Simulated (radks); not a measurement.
The numbers below are computed, except where a source is named.
Trend from Rb2+ to Xe2+: ionisation energy by Delta-SCF between NIST ground configurations, and size. Level of theory: Dirac Kohn-Sham, PBE, spin-unpolarised, spherical densities, point nucleus; open shells are shared between the two j in proportion to 2j + 1 (a radial shooting solver on a logarithmic mesh with Libxc functionals).

species      configuration  IE (eV)  NIST (eV)       kind   -e(HOMO) (eV)
Rb2+     [Ar] 3d10 4s2 4p5   40.175     39.247  semi-emp.  33.416 (4p3/2)
Sr2+                  [Kr]   43.278     42.884       exp.  36.128 (4p3/2)
Zr2+              [Kr] 4d2   22.623     23.170  semi-emp.  17.236 (4d5/2)
Nb2+              [Kr] 4d3   24.721     25.040  semi-emp.  19.018 (4d5/2)
Mo2+              [Kr] 4d4   26.741       27.1  semi-emp.  20.724 (4d5/2)
Tc2+              [Kr] 4d5   28.703     29.550  semi-emp.  22.376 (4d5/2)
Ru2+              [Kr] 4d6   30.620     28.470  semi-emp.  23.985 (4d5/2)
Rh2+              [Kr] 4d7   32.502     31.060  semi-emp.  25.561 (4d5/2)
Pd2+              [Kr] 4d8   34.357     32.930  semi-emp.  27.112 (4d5/2)
Ag2+              [Kr] 4d9   36.191       34.8  semi-emp.  28.641 (4d5/2)
Cd2+             [Kr] 4d10   38.007      37.47       exp.  30.153 (4d5/2)
In2+         [Kr] 4d10 5s1   28.320     28.044       exp.  23.668 (5s1/2)
Sn2+         [Kr] 4d10 5s2   30.971     30.506       exp.  26.086 (5s1/2)
Sb2+     [Kr] 4d10 5s2 5p1   24.440     25.324       exp.  19.808 (5p3/2)
Te2+     [Kr] 4d10 5s2 5p2   26.928      27.84       exp.  21.968 (5p3/2)
I2+      [Kr] 4d10 5s2 5p3   29.363      29.57       exp.  24.075 (5p3/2)
Xe2+     [Kr] 4d10 5s2 5p4   31.763      31.05  semi-emp.  26.148 (5p3/2)

Reference values: NIST Atomic Spectra Database (exp. = measured, semi-emp. = semi-empirical, theory = theoretical value adopted there). Spin polarisation and multiplet splitting are left out, so open shells lie too high by an amount that depends on their filling. Sharing an open shell by 2j + 1 raises it above the true ground level by a part of the spin-orbit splitting, which enters the differences from NIST.

Beside tabulated values, note that spin-unpolarised runs miss the spin-polarisation part of the exchange energy of open shells.
